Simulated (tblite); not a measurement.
Run record: molecular-dynamics run, 1,3-propanesultone, `O=S1(=O)CCCO1`.

Computed with GFN2-xTB (tblite), gas phase: Langevin dynamics at 600 K from the optimised GFN2-xTB geometry, time step 0.5 fs, friction 0.01 fs⁻¹, 2000 steps. The input is one job of a driver script: a line of settings, then coordinates in Å. «temperature» is in K, «steps» counts time steps and «every» is the stride of the printed frames; «frames» go on to single points.

Command:
```bash
OMP_NUM_THREADS=1 python probes_run.py task.json out
```

Input:
```
{"job": {"kind": "md", "xc": "GFN2-xTB", "basis": "xTB", "temperature": 600, "steps": 2000, "every": 50, "frames": 5}, "charge": 0, "multiplicity": 1}
O      2.507461    -0.560605    -0.687156
S      1.393471    -0.509032     0.197148
O      1.611533    -0.802062     1.578105
C      0.444263     1.051946     0.073992
C     -0.923904     0.592585    -0.389686
C     -0.999438    -0.890915    -0.001504
O      0.224374    -1.472343    -0.381883
H      0.441908     1.476991     1.072151
H      0.957919     1.701461    -0.624037
H     -1.735361     1.158271     0.066577
H     -1.003085     0.675360    -1.474717
H     -1.130066    -1.000479     1.082022
H     -1.793462    -1.420693    -0.528740
```

Problem. Estimate the output. One trajectory will do; the random numbers aren't given.

Solution. 
```
t/fs     T/K      E/eV
    0.0   500.1   -678.56181
   25.0   423.9   -678.14993
   50.0   489.4   -677.94771
   75.0   442.4   -677.85045
  100.0   670.5   -677.85856
  125.0   662.9   -677.46067
  150.0   744.1   -677.78399
  175.0   380.3   -677.37770
  200.0   505.3   -677.55481
  225.0   439.9   -677.60234
  250.0   642.5   -677.66376
  275.0   630.4   -677.72780
  300.0   543.9   -677.47083
  325.0   623.1   -677.78205
  350.0   477.9   -677.83075
  375.0   509.0   -677.67997
  400.0   596.8   -677.77581
  425.0   509.5   -677.63025
  450.0   545.4   -677.55885
  475.0   684.1   -677.63335
  500.0   526.6   -677.70251
  525.0   476.5   -677.63936
  550.0   537.6   -677.76878
  575.0   548.5   -677.75509
  600.0   523.2   -677.98484
  625.0   501.7   -677.73601
  650.0   519.1   -677.97419
  675.0   391.4   -677.81878
  700.0   408.6   -677.63345
  725.0   407.8   -677.75129
  750.0   520.5   -677.87989
  775.0   500.8   -677.44172
  800.0   672.3   -677.67954
  825.0   530.7   -677.56677
  850.0   605.2   -677.82246
  875.0   562.7   -677.66651
  900.0   577.4   -677.76714
  925.0   837.2   -677.97596
  950.0   569.6   -677.53186
  975.0   561.6   -677.36966
 1000.0   666.1   -677.25846
```

E is the potential energy; T comes from the kinetic energy over all 3N coordinates.

Problem. Sum up the printed frames.

Solution. 41 frames over 1000 fs. T runs from 380 K (175 fs) to 837 K (925 fs), with a mean of 548 K over all frames and 545 K from 500 fs on. E starts at -678.562 eV, peaks 1.303 eV above that at 1000 fs, and averages 0.861 eV above it from 500 fs on.

Problem. Give the last frame.

Solution. 0.77 Å rms from the start after alignment:
```
atom  x, y, z in Å  |  force x, y, z in eV/Å
O1      1.321   -0.084    0.517   -1.094  -1.271  -0.381
S2      0.201   -1.010    0.373    2.146   2.025   0.460
O3      0.435   -2.386    0.667   -0.021   0.076  -0.286
C4     -1.189   -0.498    1.377   -1.252   1.467  -1.362
C5     -2.315   -0.680    0.364   -1.287  -1.176   1.003
C6     -1.764   -0.379   -1.119   -0.710   0.477   4.027
O7     -0.437   -0.824   -1.079   -0.544   0.388  -1.322
H8     -0.984   -1.189    2.115   -0.658  -1.755   1.467
H9     -1.364    0.430    1.873    0.993   1.097  -0.104
H10    -2.477   -1.785    0.469   -0.508   0.729  -0.741
H11    -3.327   -0.129    0.657    2.126  -0.959  -0.780
H12    -2.473   -0.885   -1.679   -0.488  -1.707  -1.803
H13    -2.042    0.661   -1.286    1.298   0.610  -0.179
```

Problem. Estimate the wall time. Hardware: Arm Neoverse V1, one thread, on a shared host. And the peak memory of the process?

Solution. About 10 s, with 0.18 GiB resident at the peak, the Python interpreter and its libraries included.
